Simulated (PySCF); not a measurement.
A structure optimised at PBE0-D3(BJ)/def2-TZVP, used in a PySCF frequency run:

```
Al
H 1 1.5786
H 1 1.5806 2 124.60
S 1 2.1812 2 116.54 3 180.00
H 4 1.3439 1 93.72 2 180.00
```
Charge 0, spin multiplicity 1.

**Question.** Write its SMILES, formula and point group.

**Answer.** [AlH2][SH], AlH3S, Cs

**Question.** What are its rotational constants (standard atomic weights)?

**Answer.** 88.731, 6.4614, 6.0228 GHz
